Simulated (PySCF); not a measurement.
**SeBr: frontier orbitals**

PBE0 at R = 2.282 Å; PySCF, no relativity, basis sets Se 6-31G(d,p), Br 6-31G(d,p). State: ²Π (doublet), unpaired electrons π ↑. Only the outer orbitals are listed, counted within each symmetry.

| spin | orbital | occ. | ε (eV) | on Se (%) | main shells (%) |
| --- | --- | --- | --- | --- | --- |
| α | 13σ | 1 | -23.14 | 25 | 73 Br s, 21 Se s |
| α | 14σ | 1 | -18.89 | 72 | 72 Se s, 23 Br s |
| α | 15σ | 1 | -11.27 | 44 | 53 Br p, 38 Se p |
| α | 7π | 1 | -10.32 | 39 | 61 Br p, 38 Se p |
| α | 7π | 1 | -9.78 | 25 | 75 Br p, 24 Se p |
| α | 8π | 1 | -7.92 | 61 | 61 Se p, 38 Br p |
| α | 8π | 1 | -7.02 | 75 | 75 Se p, 24 Br p |
| α | 16σ | 0 | -2.61 | 62 | 62 Se p, 38 Br p |
| α | 17σ | 0 | 4.95 | 86 | 79 Se s, 14 Br s |
| α | 18σ | 0 | 6.32 | 94 | 85 Se p, 10 Br d |
| β | 13σ | 1 | -22.87 | 19 | 78 Br s, 16 Se s |
| β | 14σ | 1 | -17.96 | 75 | 75 Se s, 18 Br s |
| β | 15σ | 1 | -11.01 | 44 | 54 Br p, 36 Se p |
| β | 7π | 1 | -9.67 | 21 | 78 Br p, 21 Se p |
| β | 7π | 1 | -9.45 | 14 | 85 Br p, 14 Se p |
| β | 8π | 1 | -6.73 | 79 | 79 Se p, 21 Br p |
| β | 8π | 0 | -4.55 | 86 | 86 Se p, 14 Br p |
| β | 16σ | 0 | -2.31 | 65 | 64 Se p, 36 Br p |
| β | 17σ | 0 | 5.23 | 80 | 73 Se s, 20 Br s |

Problem. Which are the highest filled and the lowest empty level, where do they sit, and how wide is the gap?

Solution. Highest filled β 8π at -6.73 eV (in %: 79 Se p, 21 Br p); lowest empty β 8π at -4.55 eV (in %: 86 Se p, 14 Br p); the gap at PBE0 is 2.18 eV. Both belong to one degenerate shell, split only by its one-sided filling, so this is no excitation gap.

| Item | Value |
| --- | --- |
| bond order (Mayer) | 1.18 |
| ⟨S²⟩ | 0.753 |
| charge on Se (Mulliken, basis-dependent) | 0.05 |
| charge on Se (Löwdin, basis-dependent) | 0.02 |
| dipole moment (positive dipole means Se(−)Br(+)) | -0.31 D |
| polarisability along the bond | 59.5 bohr³ |
| polarisability across the bond | 22.2 bohr³ |

Spin–orbit coupling is left out. The state was picked by a PBE0 search and need not be the measured ground state.
